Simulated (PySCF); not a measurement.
## Where the electron goes

C6H4ClF.
Structure used (GFN2-xTB), in Å, numbered top down from 1:
```xyz
12
C6H4ClF angstrom
F     -0.754    2.607    0.010
C     -0.404    1.307    0.005
C     -1.396    0.343    0.041
C     -1.021   -0.989    0.035
C      0.315   -1.348   -0.007
C      1.286   -0.359   -0.042
Cl     2.953   -0.799   -0.095
C      0.940    0.983   -0.036
H     -2.432    0.640    0.073
H     -1.777   -1.759    0.063
H      0.606   -2.386   -0.012
H      1.687    1.759   -0.063
```

Computed with TDDFT wB97X-D/def2-SVPD, vertical, gas phase, core orbitals frozen in the response (PySCF).

Frontier orbitals with the atoms that hold most of them (Löwdin shares over 4%, at most four atoms; ? is withheld):

| orbital | ε (eV) | atoms |
| --- | --- | --- |
| HOMO-3 | -11.77 | Cl7 44%, C3 14%, C4 12%, C6 9% |
| HOMO-2 | -11.15 | Cl7 81%, C6 9% |
| HOMO-1 | -9.62 | ? |
| HOMO | -9.18 | ? |
| LUMO | ? | C6 19%, C4 18%, C8 18%, C3 17% |
| LUMO+1 | 1.12 | C5 22%, C2 21%, C4 12%, C6 12% |
| LUMO+2 | 2.13 | Cl7 44%, C6 12%, C4 8%, H10 8% |

Question: Give the leading atoms of the HOMO.

Answer: Cl7 (bonded to C) 20%; C3 (bonded to 2 C and H) 19%; C6 (bonded to 2 C and Cl) 17%; C5 (bonded to 2 C and H) 16%. By element: carbon 52% or more, chlorine 20%.

Question: Which atoms hold the HOMO-1, and with what shares?

Answer: C8 (bonded to 2 C and H) 27%; C4 (bonded to 2 C and H) 19%; C2 (bonded to 2 C and F) 13%; C5 (bonded to 2 C and H) 12%.

Question: What is the LUMO energy, and the HOMO–LUMO gap?

Answer: ε(LUMO) = 0.82 eV; the gap is 9.99 eV (0.3673 hartree).

Question: The HOMO–LUMO gap is 9.99 eV. Where does the response calculation put the lowest singlet, and from which orbitals?

Answer: S1 is at 5.37 eV (f = 0.014), 4.62 eV below the gap, made of HOMO→LUMO (45%), HOMO-1→LUMO+1 (18%), HOMO→LUMO+1 (18%). 

Question: Give energy, strength and leading configuration of S5 and S7, and follow the Löwdin shares of the leading atoms from the occupied to the empty orbital.

Answer: 
- S5 (7.00 eV, f 0.662), HOMO-1→LUMO+1 (72%): C8 27% → at most 13%, C4 19% → 12%, C5 12% → 22%, C2 13% → 21%
- S7 (7.50 eV, f 0.0001), HOMO-2→LUMO (82%): Cl7 81% → at most 18%, C6 9% → 19%, C4 at most 4% → 18%

Löwdin shares depend on the basis, the more so with diffuse functions.

The run took 32 s wall on one thread of an Arm Neoverse V2, no GPU, shared host.
